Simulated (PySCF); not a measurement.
Potential energy of CaGa⁺ along the bond

Set-up: Ca pcseg-1, Ga pcseg-1; no relativity (PySCF 2.14). Energies in eV from Ca + Ga⁺ in their ground configurations at the same level. State: ¹Σ⁺ (singlet), closed shell.

All columns are PBE0. A positive dipole points towards Ga; it is taken about the centre of mass and depends on that origin.

```json
{"R (Å)": "2.995", "E (eV)": "-1.323", "μ (D)": "-6.60", "Mulliken charge on Ca (basis-dependent)": "0.67", "HOMO (eV)": "-8.97", "LUMO (eV)": "-6.77", "Mayer bond order": "1.04", "⟨S²⟩": "0.00"}
{"R (Å)": "3.135", "E (eV)": "-1.467", "μ (D)": "-6.58", "Mulliken charge on Ca (basis-dependent)": "0.66", "HOMO (eV)": "-8.95", "LUMO (eV)": "-6.61", "Mayer bond order": "1.01", "⟨S²⟩": "0.00"}
{"R (Å)": "3.274", "E (eV)": "-1.546", "μ (D)": "-6.52", "Mulliken charge on Ca (basis-dependent)": "0.65", "HOMO (eV)": "-8.91", "LUMO (eV)": "-6.47", "Mayer bond order": "0.98", "⟨S²⟩": "0.00"}
{"R (Å)": "3.378", "E (eV)": "-1.575", "μ (D)": "-6.44", "Mulliken charge on Ca (basis-dependent)": "0.65", "HOMO (eV)": "-8.87", "LUMO (eV)": "-6.38", "Mayer bond order": "0.96", "⟨S²⟩": "0.00"}
{"R (Å)": "3.483", "E (eV)": "-1.583", "μ (D)": "-6.34", "Mulliken charge on Ca (basis-dependent)": "0.64", "HOMO (eV)": "-8.83", "LUMO (eV)": "-6.31", "Mayer bond order": "0.94", "⟨S²⟩": "0.00"}
{"R (Å)": "3.587", "E (eV)": "-1.575", "μ (D)": "-6.22", "Mulliken charge on Ca (basis-dependent)": "0.63", "HOMO (eV)": "-8.78", "LUMO (eV)": "-6.25", "Mayer bond order": "0.92", "⟨S²⟩": "0.00"}
{"R (Å)": "3.727", "E (eV)": "-1.545", "μ (D)": "-6.03", "Mulliken charge on Ca (basis-dependent)": "0.62", "HOMO (eV)": "-8.72", "LUMO (eV)": "-6.24", "Mayer bond order": "0.89", "⟨S²⟩": "0.00"}
{"R (Å)": "3.901", "E (eV)": "-1.488", "μ (D)": "-5.77", "Mulliken charge on Ca (basis-dependent)": "0.60", "HOMO (eV)": "-8.63", "LUMO (eV)": "-6.24", "Mayer bond order": "0.86", "⟨S²⟩": "0.00"}
{"R (Å)": "4.110", "E (eV)": "-1.400", "μ (D)": "-5.41", "Mulliken charge on Ca (basis-dependent)": "0.57", "HOMO (eV)": "-8.51", "LUMO (eV)": "-6.25", "Mayer bond order": "0.83", "⟨S²⟩": "0.00"}
{"R (Å)": "4.389", "E (eV)": "-1.270", "μ (D)": "-4.90", "Mulliken charge on Ca (basis-dependent)": "0.54", "HOMO (eV)": "-8.36", "LUMO (eV)": "-6.28", "Mayer bond order": "0.79", "⟨S²⟩": "0.00"}
```

A fit through these points gives, at Re = 3.479 Å, μ = -6.35 D and dμ/dR = 1.05 D/Å; the reduced mass is 25.3 u.

Question: How strong is the fundamental in the double-harmonic approximation, I = 42.26·(dμ/dR)²/μred km/mol?

Answer: I = 42.26·(1.05)²/25.3 = 1.84 km/mol at PBE0.

Closed-shell solutions of metal pairs were not tested for spin polarisation, which can lower them a little. For an ion De counts to the pair picked by the measured ionisation energies or electron affinities, which need not be the lowest pair at this level.
